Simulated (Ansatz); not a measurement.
Isolated molecules relaxed with PBE0-D4/def2-TZVP in Ansatz; ΔE leaves out vibrations. CCSD(T)/CBS is the MP2 limit (def2-TZVPP, def2-QZVPP) plus CCSD(T) − MP2 in def2-TZVPP, frozen cores. This one scheme is used for every species. DFT in def2-TZVPP. B3LYP here is the variant with VWN-RPA as its local correlation; programs differ in this. For Br, Ga outer-core shells are correlated without core-valence functions, which leaves a few kJ/mol of doubt a bond. Scalar relativity is left out up to krypton. One conformer a species, not always the lowest.

Consider the ligand exchange at a Ga–O bond: `C[O][Ga]([SH])[Br]` + H₂S → `[SH][Ga]([SH])[Br]` + CH₃OH.

`C[O][Ga]([SH])[Br]`:

Z-matrix (Å, degrees):
```
C
O 1 1.409
H 1 1.096 2 113.1
H 1 1.094 2 109.4 3 120.7
H 1 1.094 2 109.5 3 -120.7
Ga 2 1.767 1 124.5 3 0.7
Br 6 2.278 2 119.3 1 -0.2
S 6 2.176 2 118.9 1 179.8
H 8 1.346 6 91.6 2 -0.0
```

H₂S:

Z-matrix (Å, degrees):
```
S
H 1 1.341
H 1 1.341 2 92.3
```

`[SH][Ga]([SH])[Br]`:

Z-matrix (Å, degrees):
```
Ga
S 1 2.185
Br 1 2.286 2 119.5
S 1 2.185 2 121.1 3 180.0
H 2 1.344 1 92.6 3 0.1
H 4 1.344 1 92.6 2 179.7
```

CH₃OH:

Z-matrix (Å, degrees):
```
C
O 1 1.409
H 1 1.097 2 112.4
H 1 1.090 2 107.0 3 -118.5
H 1 1.097 2 112.4 3 123.0
H 2 0.959 1 108.5 3 -61.6
```

```
          level  ΔE (kJ/mol)
         PBE-D4        -40.1
       B3LYP-D4        -34.6
           PBE0        -44.0
  HF/def2-TZVPP        -35.5
 MP2/def2-TZVPP        -32.9
CCSD/def2-TZVPP        -30.6
 MP2/def2-QZVPP        -34.8
  MP2/CBS(def2)        -37.4
```

Question: What does CCSD(T)/CBS give? (Estimate.)

Answer: The calculation gave: -34.9 kJ/mol. The listed levels differ from it by -5.2, 0.3, -9.1, -0.6, 2.0, 4.3, 0.1, -2.5 kJ/mol.

Largest T1 diagnostic among the species: 0.012.

From PBE to PBE0 (25 % exact exchange), in def2-TZVPP and without D4, ΔE moves by −3.6 kJ/mol.
